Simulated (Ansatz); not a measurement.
A made-up structure of CH2BGe, doublet:

```xyz
5
angstrom
B 0.3116 -1.1049 2.1898
C 0.1412 -0.5018 0.9926
Ge -0.0792 0.2808 -0.5566
H 0.6493 -1.0576 3.2880
H 0.3403 1.7256 -0.8509
```

It is relaxed with PBE-D4/def2-SVP and then PBE0-D4/def2-TZVP (Ansatz 0.2.0). Atoms count as bonded within 1.22 times the sum of their covalent radii (H–H: 0.88 Å). The end point is not checked to be a true minimum.

Task: Does its bonding change? (Judge from chemistry; the calculation decides.)

Result: The calculation gives: No: no bond forms or breaks.

Where it ends: The first stage lowers the energy by 0.43 eV in 8 steps. It ends as CH₂BGe ([BH][C][GeH]):
B1  (0.399, -0.882, 2.258)
C2  (0.284, -0.172, 1.095)
Ge3  (-0.126, 0.173, -0.606)
H4  (0.530, -1.428, 3.289)
H5  (0.276, 1.652, -0.974)
(Å)

Labels in which every atom is bracketed show which atoms are joined, not bond orders.

For scale, one of the runs: PBE0-D4/def2-TZVP relaxation, 122 basis functions, launched by `ansatz run in.yaml --threads 2 --pin off --events-out ev --progress --plain --max-ram 4352MiB`. The run took about 32 s on 2 CPU threads of an Arm Neoverse V2 (shared host).
